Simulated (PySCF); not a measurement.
Static response to an electric field

Compound: C₇H₁₀OS.
Structure used (PBE0-D3(BJ)/def2-SVP), in Å, numbered top down from 1:
```xyz
19
C7H10OS angstrom
C      3.1637   -1.5726   -0.6031
C      2.1844   -0.9419    0.0440
C      0.8326   -0.6222   -0.5334
C      0.6249    0.8686   -0.5656
C     -0.4245    1.5343   -0.0775
S     -1.8665    0.8204    0.7191
O     -3.0592    1.4809    0.0925
C     -1.6621   -0.8202   -0.0569
C     -0.2748   -1.3615    0.2263
H      3.0398   -1.9076   -1.6382
H      4.1243   -1.7789   -0.1244
H      2.3404   -0.6170    1.0810
H      0.8306   -0.9658   -1.5855
H      1.4232    1.4459   -1.0468
H     -0.5114    2.6237   -0.1382
H     -2.4577   -1.4473    0.3708
H     -1.8717   -0.6603   -1.1264
H     -0.0780   -1.2952    1.3118
H     -0.2279   -2.4329   -0.0232
```

Level: CAM-B3LYP/def2-SVPD (PySCF), static field, nuclei fixed, core orbitals frozen in the response. The polarisability tensor in these axes (au):

```
x   133.26 -20.62 -12.93
y   -20.62 103.58   5.20
z   -12.93   5.20  84.48
```

Q: Give the principal values, the mean and the anisotropy Δα = √{½[(α1 − α2)² + (α2 − α3)² + (α1 − α3)²]}.

A: Principal values 81.26, 93.15 and 146.91 au; mean 107.11 au = 15.87 Å³ = 17.66 × 10⁻⁴⁰ C²·m²/J; Δα = 60.59 au (57 % of the mean).

Q: What is the dipole moment, and where does it point?

A: (4.23, -2.81, -0.30) D, 5.09 D in size, pointing from the negative to the positive side. Measured along this direction, the outermost atoms are O7 at the negative end and H11 at the positive end.

Q: Estimate the molar refractivity from the static electronic polarisability.

A: Lorentz–Lorenz: R = (4π/3)N_A α = 2.5225 cm³/(mol·Å³) × 15.87 Å³ = 40.0 cm³/mol, in the limit of long wavelengths.

Q: In a dilute gas of rigid molecules at 273 K, how does the orientational term μ²/3kT compare with the electronic polarisability?

A: In Gaussian units μ²/3kT = 228.82 Å³ against 15.87 Å³, a ratio of 14.42; the Debye molar polarisation (4π/3)N_A(α + μ²/3kT) is 617.3 cm³/mol, leaving out the vibrational part.

Q: Refractivity n − 1 of an ideal gas of it at 298.15 K and 1 atm, from the electronic α?

A: N = p/kT = 2.4615 × 10¹⁹ cm⁻³, so n − 1 = 2π × N × 15.87 × 10⁻²⁴ cm³ = 2455 × 10⁻⁶ at long wavelengths.

Q: What depolarisation ratio follows for Rayleigh scattering of linearly polarised light, taking the static tensor?

A: ρ = 3Δα²/(45ᾱ² + 4Δα²) = 11012.9/(516233 + 14683.9) = 0.0207.

The structure is a single PBE0-D3(BJ)/def2-SVP conformer in the gas phase; no vibrational or solvent corrections.

The run behind these numbers computed excited states and ΔSCF ions as well. The run took 11 min wall (with the writing of density and orbital grids) on one thread, Arm Neoverse N1 (aarch64), shared host with 64 logical CPUs at a one-minute load of 61, and the process peaked at 1.3 GiB of memory.
